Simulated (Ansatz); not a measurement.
An input meant for Cs3H3⁻ (charge -1, doublet; atoms displaced at random, 0.03 Å in each coordinate).

```yaml
crystal:
  periodic: [false, false, false]
  atoms:
    - {symbol: Cs, position_ang: [-2.896615, 0.346057, 0.010432]}
    - {symbol: Cs, position_ang: [1.130622, -2.664400, 0.045306]}
    - {symbol: Cs, position_ang: [1.752376, 2.357880, -0.096559]}
    - {symbol: H, position_ang: [-1.475744, -2.036537, 0.092901]}
    - {symbol: H, position_ang: [2.457509, -0.254467, -0.049217]}
    - {symbol: H, position_ang: [-1.038087, 2.264909, -0.060153]}
basis:
  gaussian: {orbitals: def2-TZVP}
total_charge: -1
magnetization: {spin_polarized: true, initial_magnetization: 1}
hamiltonian: {xc: {name: r2SCAN50}}
smearing: {width: 0.1}
```

```sh
$ ansatz run in.yaml --threads 4 --pin off --events-out ev --progress --plain --max-ram 3916MiB
```

(1) Predict how Ansatz answers.

Answers

(1) The input was rejected before any iteration. The input holds a key that doesn't belong there.
```
Error: YAML parse error: error: line 15 column 1: unknown field `smearing`, expected one of crystal, accuracy, basis, kpoints, hamiltonian, magnetization, projection, total_charge, correlation, batch, efield, external_charges, scf, relax, neb, saddle, md, ramp, phonons, dielectric, real_time, elastic, magnetic_configurations, gw, evaluate, workflow, output, checkpoint, execution
  --> <input>:15:1
   |
13 | magnetization: {spin_polarized: true, initial_magnetization: 1}
14 | hamiltonian: {xc: {name: r2SCAN50}}
15 | smearing: {width: 0.1}
   | ^ unknown field `smearing`, expected one of crystal, accuracy, basis, kpoints, hamiltonian, magnetization, projection, total_charge, correlation, batch, efield, external_charges, scf, relax, neb, saddle, md, ramp, phonons, dielectric, real_time, elastic, magnetic_configurations, gw, evaluate, workflow, output, checkpoint, execution
```
